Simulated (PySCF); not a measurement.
Atom-mapped SMILES (the numbers label the heavy atoms): `[CH3:1][CH:2]([CH3:3])[C@H:4]1[CH2:5][SiH2:6]1`; H(Xn) means a hydrogen on atom n. Ha(C5), Ha(Si6) are cis to C2 on the ring; Hb(C5), Hb(Si6) are trans to C2 on the ring.

- coordinates at the GFN2-xTB level
- PBE0/pcSseg-1 with gauge-including orbitals
- code: PySCF 2.14
- one computed conformer, non-relativistic, averaged over atoms made equivalent by symmetry, fast rotation or ring inversion, gas phase

Question: List the cross peaks expected in HSQC, COSY and HMBC spectra.

Answer: 

HSQC (one-bond C–H):
```tsv
δH	δC
1.18 (H(C1))	25.4 (C1)
1.17 (H(C3))	28.1 (C3)
0.79 (Hb(C5))	1.4 (C5)
0.68 (H(C4))	21.8 (C4)
0.68 (H(C2))	37.0 (C2)
0.26 (Ha(C5))	1.4 (C5)
```

COSY cross peaks (H two or three bonds apart, from the bond graph; peaks can be absent where the dihedral angle is near 90°):
```tsv
δH	δH
2.59 (Hb(Si6))	2.33 (Ha(Si6))
2.59 (Hb(Si6))	0.79 (Hb(C5))
2.59 (Hb(Si6))	0.68 (H(C4))
2.59 (Hb(Si6))	0.26 (Ha(C5))
2.33 (Ha(Si6))	0.79 (Hb(C5))
2.33 (Ha(Si6))	0.68 (H(C4))
2.33 (Ha(Si6))	0.26 (Ha(C5))
1.18 (H(C1))	0.68 (H(C2))
1.17 (H(C3))	0.68 (H(C2))
0.79 (Hb(C5))	0.68 (H(C4))
0.79 (Hb(C5))	0.26 (Ha(C5))
0.68 (H(C4))	0.68 (H(C2))
0.68 (H(C4))	0.26 (Ha(C5))
```

HMBC (two and three bonds, from the bond graph):
```tsv
δH	δC
2.59 (Hb(Si6))	37.0 (C2), 21.8 (C4), 1.4 (C5)
2.33 (Ha(Si6))	37.0 (C2), 21.8 (C4), 1.4 (C5)
1.18 (H(C1))	37.0 (C2), 28.1 (C3), 21.8 (C4)
1.17 (H(C3))	37.0 (C2), 25.4 (C1), 21.8 (C4)
0.79 (Hb(C5))	37.0 (C2), 21.8 (C4)
0.68 (H(C4))	37.0 (C2), 28.1 (C3), 25.4 (C1), 1.4 (C5)
0.68 (H(C2))	28.1 (C3), 25.4 (C1), 21.8 (C4), 1.4 (C5)
0.26 (Ha(C5))	37.0 (C2), 21.8 (C4)
```

References, each an isolated molecule treated in the same way: $^{1}$H (σ = 31.72 ppm), $^{13}$C (σ = 186.93 ppm) vs TMS.

Short H···H contacts in this conformer between protons four or more bonds apart (candidates for NOE cross peaks, intensity ∝ r⁻⁶): H(C2)···Ha(C5) 2.50 Å, H(C1)···H(C3) 2.55 Å, H(C1)···H(C4) 2.58 Å, H(C3)···H(C4) 2.61 Å, H(C1)···Ha(C5) 2.62 Å.

Shifts are as computed. Against solution values, carbons near 30 ppm lie about +3 ppm off and those near 130 ppm about +5 ppm. Of 1309 compounds with measured shifts, 239 miss one by over three times the rms of a fit or turn the order of signals round; such compounds aren't used in these exercises.
